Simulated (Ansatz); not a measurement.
`CB(F)BCl` + NH₃ → `CB(N)F` + `BCl` at 600 K and 1 bar (cleavage of the B–B bond).

Program: Ansatz. Geometries: PBE0-D4/def2-TZVP. ΔE: electronic, gas phase. CCSD(T)/CBS is the MP2 limit (def2-TZVPP, def2-QZVPP) plus CCSD(T) − MP2 in def2-TZVPP, frozen cores. This one scheme is used for every species. One conformer a species, not always the lowest.

```json
{"species": "`CB(F)BCl`", "CCSD(T)/CBS energy (Eh)": "-649.69946", "H − E (kJ/mol)": "204.9", "S (J/(mol·K))": "433.7"}
{"species": "NH₃", "CCSD(T)/CBS energy (Eh)": "-56.50880", "H − E (kJ/mol)": "112.4", "S (J/(mol·K))": "219.5"}
{"species": "`CB(N)F`", "CCSD(T)/CBS energy (Eh)": "-220.47660", "H − E (kJ/mol)": "233.9", "S (J/(mol·K))": "367.7"}
{"species": "`BCl`", "CCSD(T)/CBS energy (Eh)": "-485.78909", "H − E (kJ/mol)": "80.5", "S (J/(mol·K))": "267.8"}
```

H − E and S are ideal-gas, rigid-rotor, harmonic terms from PBE0-D4/def2-TZVP, for one conformer and one mirror image of each species. 1 Eh = 2625.50 kJ/mol, R = 8.31446 J/(mol·K).

Task: By hand: ΔE, ΔH, ΔS and ΔG.

Result: ΔE = (-220.47660) + (-485.78909) − (-649.69946) − (-56.50880) = -0.05743 Eh = -150.8 kJ/mol. Δ(H − E) = 233.9 + 80.5 − 204.9 − 112.4 = -2.9, so ΔH = -153.7 kJ/mol. ΔS = 367.7 + 267.8 − 433.7 − 219.5 = -17.7 J/(mol·K). ΔG = -153.7 − 600 × (-17.7)/1000 = -143.1 kJ/mol.

Task: By hand: the equilibrium constant, and the temperature at which ΔG would vanish if ΔH and ΔS stayed fixed.

Result: log₁₀ K = −ΔG/(RT ln 10) = 12.5. ΔG = 0 at ΔH/ΔS = 8684 K, far beyond where these terms or the molecules hold.

ΔH outweighs TΔS. A doubt of 5 kJ/mol in ΔE shifts log₁₀ K by 0.4 here. Other conformers and mirror images would add mixing entropy, several J/(mol·K) or more a flexible species. Modes under 60 cm⁻¹, often nearly free rotors, make the harmonic entropy too high. These are equilibria of isolated gas molecules and say nothing of rates. Largest T1 diagnostic: 0.013 (customary marks: 0.02 for closed shells, 0.045 for open ones).
